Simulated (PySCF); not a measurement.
Working out the electron affinity of Pb

Pb⁻ [Xe] 4f14 5d10 6s2 6p3 (4S) → Pb [Xe] 4f14 5d10 6s2 6p2 (3P). Computed with PySCF 2.14 in aug-cc-pwCVDZ-PP with ECP60MDF, with a scalar-relativistic core potential. Frozen: 5s2 5p6 5d10. Energies in hartree (1 hartree = 27.21139 eV):

```
            part  Pb⁻ (lower)   Pb (upper)
             UHF  -191.865338  -191.833078
CCSD correlation    -0.054295    -0.043283
             (T)    -0.001296    -0.000635
```

Q: What does Hartree-Fock give?

A: (-191.833078) − (-191.865338) = 0.032260 hartree = 0.878 eV.

Q: What do CCSD and CCSD(T) give?

A: The CCSD correlation energies differ by 0.011012 hartree = 0.300 eV and the triples by 0.000661 hartree = 0.018 eV, so CCSD gives 1.178 eV and CCSD(T) 1.196 eV.

Reference: 0.357 eV (measured; photodetachment measurements, as compiled on the Wikipedia data page of electron affinities), between the lowest levels; spin-orbit coupling is absent from the calculation.

A double-zeta basis recovers only part of the correlation energy.

What remains against the reference includes basis incompleteness, the frozen core and higher excitations.
